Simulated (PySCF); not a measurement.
## SiF4: adding exact exchange

Base calculation in PySCF with density fitting and no spin–orbit coupling, PBE/def2-TZVP (no relativity): singlet, Td, Si–F 1.580 Å (×4); wavenumbers 252 (×2), 371 (×3), 755, 989 (×3) cm⁻¹; gap between the highest occupied and lowest empty levels 9.80 eV, polar-tensor charge of Si 2.26 e, atomisation energy (no zero-point energy) 2390 kJ/mol.

What changes on going to PBE0/def2-TZVP (no relativity)?

The point group stays the same. Changes: mean bond to Si -0.018 Å, highest wavenumber +47 cm⁻¹, lowest wavenumber +10 cm⁻¹, gap between the highest occupied and lowest empty levels +3.50 eV, polar-tensor charge of Si +0.11 e, atomisation energy (no zero-point energy) -73 kJ/mol. The new structure has Si–F 1.562 Å (×4), with wavenumbers 262 (×2), 386 (×3), 796, 1036 (×3) cm⁻¹. Exact exchange shortens and stiffens the bonds and opens the gap, the usual pattern.

The structures come from searches over a few start shapes, so lower isomers are not excluded.
